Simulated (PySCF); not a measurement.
# BiH₅ + PH₃ → BiH₃ + PH₅

Level: PBE0 in the def2-TZVP basis family, computed in PySCF with density fitting; scalar-relativistic core potentials for atoms from Rb on, none lighter, no spin–orbit coupling; open shells unrestricted.

| species | state and structure | ZPE (kJ/mol) | H(298 K) − H(0) (kJ/mol) | S° (J/(mol K)) |
| --- | --- | --- | --- | --- |
| BiH₅ | singlet, D3h, Bi–H 1.788 Å (×3), Bi–H 1.858 Å (×2) | 80.1 | 12.4 | 251.1 |
| PH₃ | singlet, C3v, P–H 1.420 Å (×3); H–P–H 93.1° (×3) | 63.0 | 10.1 | 210.2 |
| BiH₃ | singlet, C3v, Bi–H 1.787 Å (×3); H–Bi–H 90.4° (×3) | 46.8 | 10.6 | 241.2 |
| PH₅ | singlet, D3h, P–H 1.427 Å (×3), P–H 1.481 Å (×2) | 109.9 | 11.2 | 217.5 |

(1) Is the gas-phase reaction uphill or downhill in electronic energy at this level, and by how much?

(2) Add zero-point, thermal and entropy terms for 298.15 K and 1 bar.

Answers

(1) At PBE0/def2-TZVP, ΔE = -166.9 kJ/mol, downhill. The heavier bismuth gives up the higher oxidation state, the inert-pair effect.

(2) ΔZPE = 13.6 and Δ[H(298) − H(0)] = -0.7 kJ/mol give ΔH° = -154.0 kJ/mol. ΔS° = -2.6 J/(mol K), so ΔG° = -154.0 − 298.15 × (-0.0026) = -153 kJ/mol.

Spin–orbit coupling is large for BiH₅, BiH₃ and is left out. The structures come from searches over a few start shapes, so lower isomers are not excluded.
